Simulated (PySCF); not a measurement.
Ligand exchange on a metal centre used in film growth or etching (Ti Br-H). Isolated molecules, 0 K electronic values unless said otherwise.

The dipole moment from two functionals at the same geometries (TPSS-D3(BJ)/def2-SVP), both in PySCF: PBE-D3(BJ)/def2-TZVP and TPSSh-D3(BJ)/def2-TZVP. 

| species | TPSSh-D3(BJ)/def2-TZVP (D) |
|---|---|
| 0 of 4 Br replaced by H ([Ti(Br)4]) | 0.00 |
| 2 of 4 Br replaced by H ([Ti(Br)2(H)2]) | 0.07 |
| 3 of 4 Br replaced by H ([Ti(Br)(H)3]) | 0.52 |
| 4 of 4 Br replaced by H ([Ti(H)4]) | 0.00 |

### Question
What does PBE-D3(BJ)/def2-TZVP give for each?

### Answer

- 0 of 4 Br replaced by H ([Ti(Br)4]): 0.00
- 2 of 4 Br replaced by H ([Ti(Br)2(H)2]): 0.12
- 3 of 4 Br replaced by H ([Ti(Br)(H)3]): 0.30
- 4 of 4 Br replaced by H ([Ti(H)4]): 0.00
Over these rows, drawn at random from the members with no instability flagged (it was tested for open shells, ions and some series alone), PBE minus TPSSh-D3(BJ): mean -0.04 D, from -0.22 D to +0.05 D.
